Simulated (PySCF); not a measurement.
A homologous series of growing length: n-germane methyl/methyl. Gas-phase values, no solvent. One relaxed conformer stands for each flexible species; it need not be the lowest. Strings in code marks are SMILES.

The brightest of the four lowest singlets (TDA) from two functionals at the same geometries (PBE0-D3(BJ)/def2-SVP), both in PySCF: PBE-D3(BJ)/def2-TZVP and PBE0-D4/def2-TZVP. Excitations are Tamm–Dancoff values on a coarser integration grid. The basis has no diffuse functions, so Rydberg states are missing or too high.

```
species                                                                                    PBE-D3(BJ)/def2-TZVP (eV)  PBE0-D4/def2-TZVP (eV)
-----------------------------------------------------------------------------------------  -------------------------  ----------------------
n = 1 (`[CH3][GeH2][CH3]`)                                                                                      8.05                    8.73
n = 3 (`[CH3][GeH2][GeH2][GeH2][CH3]` (C–Ge–Ge–Ge torsion 180°, Ge–Ge–Ge–C torsion 180°))                       6.28                    6.72
n = 4 (`[GeH2]([CH3])[GeH2][GeH2][GeH2][CH3]`)                                                                  5.80                    6.29
n = 5 (`[CH3][GeH2][GeH2][GeH2][GeH2][GeH2][CH3]`)                                                              5.41                    5.90
n = 6 (`[CH3][GeH2][GeH2][GeH2][GeH2][GeH2][GeH2][CH3]`)                                                        5.14                    5.62
```

Over these rows, drawn at random from the members with no instability flagged (it was tested for open shells, ions and some series alone), PBE minus PBE0-D4: mean -0.51 eV, from -0.68 eV to -0.44 eV.
